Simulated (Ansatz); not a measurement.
Cartesian coordinates in Å:
```
C 0.1489 -0.9077 -1.2777
B -0.5081 0.2412 -0.4803
Si -0.0269 0.6749 1.4327
F 1.0416 -0.3616 2.0139
F 0.6688 2.1124 1.4906
H 0.9961 -0.3907 -1.7686
H 0.5938 -1.7109 -0.6887
H -0.4547 -1.3118 -2.0927
H -1.3004 0.9607 -1.0230
H -1.1591 0.6935 2.3938
```

Total charge 0; spin multiplicity 1.

List the PBE/def2-TZVPP orbital energies in eV (Ansatz 0.2.0). (Best estimate.)

Computed: Occupied: -1780.89, -659.88, -659.84, -268.86, -177.58, -138.47, -95.27, -95.22, -95.13, -29.80, -29.33, -17.84, -13.92, -12.03, -11.71, -11.17, -10.91, -10.31, -10.24, -9.99, -9.73, -9.19, -8.42, -6.86. Lowest empty: -3.34, -0.41, 0.60, 0.99, 1.49, 1.58, 1.91, 2.08.
